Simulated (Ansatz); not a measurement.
`C=C[Si](N)(N)O` + `BN[SiH3]` → `BN([SiH3])C=C` + `N[SiH](N)O`  (substitution at a C–Si bond)

Computed with Ansatz on PBE0-D4/def2-TZVP structures; ΔE is electronic, products minus reactants. CBS: MP2 limit from def2 TZ/QZ plus the TZ coupled-cluster correction, frozen cores. Functionals use def2-TZVPP. B3LYP here is the variant with VWN-RPA as its local correlation; programs differ in this. One conformer a species, not always the lowest.

Question: Is it downhill or uphill in electronic energy at CCSD(T)/CBS, and by how much? (An estimate is asked.)

Answer: The calculation gave: Uphill: ΔE = +49.5 kJ/mol.

Question: What do these levels give: r2SCAN-D4, ωB97X-V, B3LYP, HF/def2-TZVPP, HF/def2-QZVPP, MP2/CBS(def2)? (Best estimate.)

Answer: Ansatz gave: r2SCAN-D4 46.7, ωB97X-V 47.8, B3LYP 47.3, HF/def2-TZVPP 54.4, HF/def2-QZVPP 53.8, MP2/CBS(def2) 47.9 kJ/mol.

Largest T1 diagnostic among the species: 0.013.

In def2-TZVPP, CCSD(T) changes the Hartree–Fock value by −5.1 kJ/mol (the triples alone add −1.7 kJ/mol) and MP2 by −6.7 kJ/mol.
